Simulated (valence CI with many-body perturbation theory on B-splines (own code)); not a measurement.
E1 transitions of Cr XX

Level of theory: valence CI with perturbative core correlation (CI+MBPT): three valence electrons over a frozen Dirac-Fock core [He], a basis of 11 s, 11 p, 9 d, 7 f, 5 g, 2 h, 1 i functions for each j, with the one-electron correlation potential Σ1 (screened to all orders), the two-electron term Σ2, the three-electron term Σ3, Breit, model QED; selected single and double excitations, second order for the rest (own B-spline code, finite nucleus).

No measured levels were compared; by estimate levels of excited configurations hold to 0.05 to 0.15 % of their energy, terms of the ground configuration to about 0.5 %.

Lines 151 to 200 of 255 in falling wavelength, among levels below 72.200 Ry, chosen from the strongest by gf and those to the six lowest levels. Wavelengths and rates use the calculated energies, so an error of 600 cm⁻¹ moves a line at 1.424 nm by 0.0085 % and its rate by three times that or more. Electric multipoles are in the length gauge, E1 and E2 with the static RPA response of the core. Weak lines are less certain than strong ones. Lines between different terms over intervals too small for the method are left out, as are lines whose strength nearly cancels. Where a level lies close to another of its J and parity, the split of strength between their lines is uncertain. The highest levels of a list are the least certain.

Names give the largest LS component (configuration and term), which can be under half, so a name can repeat, a term be missing and a line seem to break the LS rules; names also repeat where a configuration has a term twice. Letters in brackets count levels of one name in rising energy.

```
λ vac (nm)               Upper          Lower   A (s⁻¹)  log gf  Branch %
     1.424  2s2p3d ²P°_1/2 [b]   2s2p² ²P_1/2  7.61e+12   -0.33      81.9
     1.421  2s2p3d ²P°_3/2 [b]   2s2p² ²P_1/2  8.55e+11   -0.98       7.1
     1.421  2s2p3d ⁴P°_5/2 [a]   2s2p² ⁴P_3/2  9.94e+12    0.26      83.2
     1.421  2s2p3d ²P°_1/2 [c]   2s2p² ²P_1/2  2.22e+12   -0.87      39.3
     1.420  2s2p3d ²D°_5/2 [a]   2s2p² ⁴P_5/2  5.68e+11   -0.99       5.5
     1.420      2s2p3d ⁴D°_3/2   2s2p² ⁴P_3/2  3.18e+12   -0.42      22.1
     1.420  2s2p3s ²P°_1/2 [b]   2s2p² ⁴P_3/2  2.28e+11   -1.86       3.5
     1.420  2s2p3s ²P°_3/2 [b]   2s2p² ⁴P_3/2  9.08e+11   -0.96      16.0
     1.419      2s2p3d ⁴D°_1/2   2s2p² ⁴P_3/2  7.74e+11   -1.33       4.7
     1.418      2s2p3d ⁴D°_7/2   2s2p² ⁴P_5/2  1.73e+13    0.62      99.6
     1.415  2s2p3d ⁴P°_5/2 [b]   2s2p² ⁴P_5/2  1.19e+13    0.33      79.5
     1.415  2s2p3d ²D°_3/2 [a]   2s2p² ⁴P_3/2  5.79e+11   -1.16       7.8
     1.414      2s2p3d ⁴P°_3/2   2s2p² ⁴P_5/2  5.68e+12   -0.17      41.9
     1.413      2s2p3d ⁴D°_3/2   2s2p² ⁴P_1/2  9.44e+12    0.05      65.7
     1.413  2s2p3s ²P°_1/2 [b]   2s2p² ⁴P_1/2  3.48e+12   -0.68      53.7
     1.412  2s2p3d ²D°_5/2 [a]   2s2p² ⁴P_3/2  4.15e+12   -0.13      40.6
     1.412  2s2p3s ²P°_3/2 [b]   2s2p² ⁴P_1/2  2.13e+12   -0.59      37.6
     1.412      2s2p3d ⁴D°_1/2   2s2p² ⁴P_1/2  1.54e+13   -0.04      93.6
     1.411        2s²3d ²D_3/2  2s²2p ²P°_1/2  1.12e+13    0.13      83.7
     1.409  2s2p3d ²F°_7/2 [b]   2s2p² ²D_5/2  9.77e+12    0.37      99.2
     1.409  2s2p3d ²F°_5/2 [b]   2s2p² ²D_5/2  9.54e+11   -0.77       7.0
     1.408  2s2p3d ²F°_5/2 [a]   2s2p² ⁴P_5/2  1.50e+11   -1.57       1.4
     1.408  2s2p3d ⁴P°_5/2 [b]   2s2p² ⁴P_3/2  1.78e+12   -0.50      11.9
     1.407  2s2p3d ²D°_3/2 [a]   2s2p² ⁴P_1/2  1.04e+12   -0.91      13.9
     1.407      2s2p3d ⁴P°_3/2   2s2p² ⁴P_3/2  7.42e+12   -0.06      54.8
     1.407  2s2p3d ²F°_5/2 [b]   2s2p² ²D_3/2  1.26e+13    0.35      92.7
     1.406      2s2p3d ⁴P°_1/2   2s2p² ⁴P_3/2  1.18e+13   -0.16      99.1
     1.405  2s2p3d ²D°_5/2 [b]   2s2p² ²D_5/2  7.09e+11   -0.90       4.3
     1.404  2s2p3d ²D°_3/2 [b]   2s2p² ²D_3/2  2.04e+12   -0.62      12.5
     1.403       2p²3p ²D°_3/2   2s2p² ²P_1/2  8.39e+11   -1.00      25.3
     1.402  2s2p3d ²D°_5/2 [b]   2s2p² ²D_3/2  1.86e+11   -1.48       1.1
     1.401       2s2p3p ⁴D_1/2  2s²2p ²P°_3/2  1.82e+11   -1.97      14.6
     1.401  2s2p3d ²F°_5/2 [a]   2s2p² ⁴P_3/2  6.76e+10   -1.92       0.6
     1.400  2s2p3d ²P°_1/2 [b]   2s2p² ²D_3/2  1.05e+11   -2.21       1.1
     1.400  2s2p3d ²F°_7/2 [a]   2s2p² ⁴P_5/2  3.32e+10   -2.11       0.2
     1.399      2s2p3d ⁴P°_3/2   2s2p² ⁴P_1/2  1.52e+11   -1.75       1.1
     1.399      2s2p3d ⁴P°_1/2   2s2p² ⁴P_1/2  6.46e+10   -2.42       0.5
     1.398  2s2p3d ²P°_3/2 [b]   2s2p² ²D_3/2  2.99e+10   -2.46       0.2
     1.397  2s2p3d ²P°_1/2 [c]   2s2p² ²D_3/2  5.32e+11   -1.51       9.4
     1.397       2s2p3p ⁴D_3/2  2s²2p ²P°_3/2  5.58e+11   -1.18      56.1
     1.394  2s2p3d ²P°_3/2 [a]   2s2p² ⁴P_3/2  6.22e+10   -2.14       0.6
     1.392       2p²3p ²S°_1/2   2s2p² ²D_3/2  1.22e+11   -2.15       3.8
     1.391   2s2p3p ²P_3/2 [a]  2s²2p ²P°_3/2  9.66e+11   -0.95      37.6
     1.391   2s2p3p ²P_1/2 [a]  2s²2p ²P°_3/2  5.33e+11   -1.51      11.4
     1.390       2s2p3p ⁴D_5/2  2s²2p ²P°_3/2  1.99e+10   -2.46      78.8
     1.387  2s2p3d ²P°_3/2 [a]   2s2p² ⁴P_1/2  5.70e+10   -2.18       0.5
     1.386       2p²3p ⁴P°_3/2   2s2p² ²D_3/2  1.20e+11   -1.86       4.0
     1.385       2s2p3p ⁴D_1/2  2s²2p ²P°_1/2  1.05e+12   -1.22      84.1
     1.384       2s2p3p ⁴P_1/2  2s²2p ²P°_3/2  8.19e+10   -2.33      31.6
     1.383   2s2p3p ⁴S_3/2 [a]  2s²2p ²P°_3/2  1.59e+11   -1.74       5.9
```
